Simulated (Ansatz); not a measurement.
Calculated with Ansatz (gas phase, PBE0-D4/def2-TZVP geometries, no zero-point term in ΔE). CCSD(T)/CBS adds triple-zeta CCSD(T) − MP2 to the extrapolated MP2 energy (def2 sets, frozen cores). This one scheme is used for every species, atoms too. For atomizations the MP2-based limit and the directly extrapolated one differ by several kJ/mol either way, and by 10 to 25 for some Ge, Se and Sn compounds, so smaller differences from it don't rank the levels. Functionals use def2-TZVPP. Open shells (•) are unrestricted, without spin–orbit coupling. Spin–orbit coupling would lower the free atoms: a little for O, Si; clearly for Ga. Bonds to Ga are less sure, by a few kJ/mol each and by 10 to 20 or more in all where they break to atoms, as the def2 sets lack core-valence functions. Scalar relativity is left out up to krypton. Each species was taken in one conformer, which may not be the lowest.

`N[SiH](O)[GaH2]` → Ga• + 6 H• + N• + O• + Si•  (atomization)

`N[SiH](O)[GaH2]`:

Cartesian coordinates in Å:
```
N 0.657 -1.480 0.310
Si -0.272 -0.245 -0.435
O 0.401 0.513 -1.751
Ga -0.576 1.558 1.132
H 0.607 -2.442 0.017
H 1.515 -1.282 0.798
H -1.501 -0.967 -0.880
H 0.488 0.008 -2.562
H 0.646 2.082 1.981
H -1.964 2.254 1.392
```

CCSD(T)/CBS gives +32.59 eV.

Question: Another level gave +32.12 eV. Which?
A. BHLYP/def2-TZVPP
B. r2SCANh-D4/def2-TZVPP
C. PBE0/def2-TZVPP
D. PBE0-D4/def2-TZVPP

Answer: B. r2SCANh-D4 32.12, PBE0-D4 32.01, BHLYP 31.17, PBE0 31.83 eV.

Largest T1 diagnostic among the species: 0.013.

Leaving LDA and LC-ωPBE aside and taking each functional with its dispersion term where it has one, the values, not all of them listed here, spread over 1.19 eV, from BHLYP-D4 to ωB97X-V. LDA lies +4.57 eV from PBE without D4, its usual overbinding. The D4 term adds +0.34 eV with B3LYP and +0.18 eV with PBE0; it sums over pairs of atoms, weighted by their polarisabilities, and B3LYP, whose exchange is more repulsive, gets the larger term. From r2SCAN to r2SCAN0 (25 % exact exchange), in def2-TZVPP and without D4, ΔE moves by −0.54 eV: exact exchange takes away binding that semilocal exchange gives to molecules.

B3LYP here is the variant with VWN-RPA as its local correlation; programs differ in this.
